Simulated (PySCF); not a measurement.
**AlAs⁺: frontier orbitals**

PBE0 at R = 2.616 Å; basis Al pcseg-1, As pcseg-1; no relativity; PySCF 2.14. State: ⁴Σ⁻ (quartet), unpaired electrons σ ↑, π ↑↑. Only the outer orbitals are listed, counted within each symmetry.

```csv
spin,orbital,occ.,ε (eV),on Al (%),main shells (%)
α,10σ,1,-22.88,3,96 As s
α,11σ,1,-15.86,64,"64 Al s, 29 As p"
α,5π,1,-12.88,6,94 As p
α,5π,1,-12.88,6,94 As p
α,12σ,1,-12.57,53,"47 As p, 27 Al s, 26 Al p"
α,6π,0,-7.58,92,92 Al p
α,6π,0,-7.58,92,92 Al p
α,13σ,0,-5.44,86,"79 Al p, 18 As p"
β,10σ,1,-20.14,9,90 As s
β,11σ,1,-14.61,74,"73 Al s, 16 As p, 10 As s"
β,12σ,0,-9.33,49,"50 As p, 29 Al p, 20 Al s"
β,5π,0,-8.89,29,"70 As p, 29 Al p"
β,5π,0,-8.89,29,"70 As p, 29 Al p"
```

Task: Which are the highest filled and the lowest empty level, where do they sit, and how wide is the gap?

Result: Highest filled α 12σ at -12.57 eV (in %: 47 As p, 27 Al s, 26 Al p); lowest empty β 12σ at -9.33 eV (in %: 50 As p, 29 Al p, 20 Al s); the gap at PBE0 is 3.24 eV.

| Quantity | Value |
| --- | --- |
| bond order (Mayer) | 0.85 |
| ⟨S²⟩ | 3.762 |
| charge on Al (Mulliken, basis-dependent) | 0.85 |
| charge on Al (Löwdin, basis-dependent) | 0.71 |
| dipole moment (positive dipole points towards As; it is taken about the centre of mass and depends on that origin) | -5.54 D |
| polarisability along the bond | 87.5 bohr³ |
| polarisability across the bond | 38.2 bohr³ |

Spin–orbit coupling is left out. The state was picked by a PBE0 search and need not be the measured ground state.
